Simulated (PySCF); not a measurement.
# Electron correlation in K (potassium, neutral)

[Ar] 4p1, 2P determinant (an excited configuration). All numbers are calculated (PySCF 2.14, the spin-free X2C one-electron Hamiltonian (Gaussian nucleus), in aug-cc-pwCVTZ-X2C with one added diffuse shell each of s, p, d, f type (10s9p7d4f, 100 functions)). Frozen: [Ne]; 9 electrons correlated.

```json
{"level": "CCSD", "correlation energy (mhartree)": "-213.78"}
{"level": "(T)", "correlation energy (mhartree)": "-4.82"}
{"level": "CCSD(T)", "correlation energy (mhartree)": "-218.60"}
```

Diagnostics: T1 = 0.013, D1 = 0.0527, largest double amplitude 0.031.

Cost of the coupled-cluster step: about 40 core-seconds, for 9 correlated electrons.

Iterations:

```
CC2 = 0
CCSD nocc = (np.int64(5), np.int64(4)), nmo = (95, 95)
frozen orbitals [[0, 1, 2, 3, 4], [0, 1, 2, 3, 4]]
max_cycle = 100
direct = 0
conv_tol = 1e-08
conv_tol_normt = 1e-06
diis_space = 8
diis_start_cycle = 0
Init t2, MP2 energy = -0.197508078794937
Init E_corr(UCCSD) = -0.197508078837906
cycle = 1  E_corr(UCCSD) = -0.210790713337088  dE = -0.0132826345  norm(t1,t2) = 0.0317753
cycle = 2  E_corr(UCCSD) = -0.213030580745824  dE = -0.00223986741  norm(t1,t2) = 0.0134267
cycle = 3  E_corr(UCCSD) = -0.214068139686417  dE = -0.00103755894  norm(t1,t2) = 0.00805247
cycle = 4  E_corr(UCCSD) = -0.213793431356328  dE = 0.00027470833  norm(t1,t2) = 0.00209195
cycle = 5  E_corr(UCCSD) = -0.213767752394214  dE = 2.56789621e-05  norm(t1,t2) = 0.000391132
cycle = 6  E_corr(UCCSD) = -0.213777919486038  dE = -1.01670918e-05  norm(t1,t2) = 9.87886e-05
cycle = 7  E_corr(UCCSD) = -0.213778110836517  dE = -1.91350478e-07  norm(t1,t2) = 2.2869e-05
cycle = 8  E_corr(UCCSD) = -0.213777895412174  dE = 2.15424343e-07  norm(t1,t2) = 5.15702e-06
cycle = 9  E_corr(UCCSD) = -0.213777909431053  dE = -1.40188797e-08  norm(t1,t2) = 9.59347e-07
cycle = 10  E_corr(UCCSD) = -0.21377791658806  dE = -7.15700665e-09  norm(t1,t2) = 2.59782e-07
UCCSD converged
E(UCCSD) = -601.6259274715574  E_corr = -0.21377791658806
UCCSD(T) correction = -0.00482391469869957
```
